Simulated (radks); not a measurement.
Results of a calculation; reference values are marked as such.
Question: These are the eigenvalues of the occupied orbitals of an atom or ion with whole-number occupations (eV). Level of theory: scalar-relativistic Kohn-Sham, LDA (Slater exchange, VWN5 correlation), spin-polarised, spherical densities, point nucleus (a radial shooting solver on a logarithmic mesh with Libxc functionals).

| orbital | eigenvalue |
|---|---|
| 1s up | -88077.11 |
| 1s down | -88077.10 |
| 2s up | -15761.19 |
| 2s down | -15761.19 |
| 2p up | -13523.65 |
| 2p down | -13523.65 |
| 3s up | -3789.038 |
| 3s down | -3789.031 |
| 3p up | -3147.676 |
| 3p down | -3147.668 |
| 3d up | -2493.015 |
| 3d down | -2493.008 |
| 4s up | -863.0883 |
| 4s down | -863.0770 |
| 4p up | -652.8871 |
| 4p down | -652.8748 |
| 4d up | -409.7087 |
| 4d down | -409.6950 |
| 5s up | -152.1970 |
| 5s down | -152.1669 |
| 4f up | -141.0209 |
| 4f down | -141.0055 |
| 5p up | -93.7374 |
| 5p down | -93.7008 |
| 5d up | -29.0754 |
| 5d down | -28.9484 |
| 6s up | -19.8240 |
| 6s down | -19.2901 |
| 6p up | -10.4269 |

Which element is it, and in what charge state? The configuration may be excited. Open shells, if any, are filled with parallel spins first.

Answer: Z = 82, lead, charge +1: Pb+ in [Hg] 6p1. The list shows which subshells hold electrons but not how many an open one holds; the 1s level, -3236.8 hartree, gives Z - s = 80.5 by -(Z - s)^2/2, which with screening and relativity narrows Z to a few neighbours, and the depths of the outer levels then fix element, charge and occupations together.
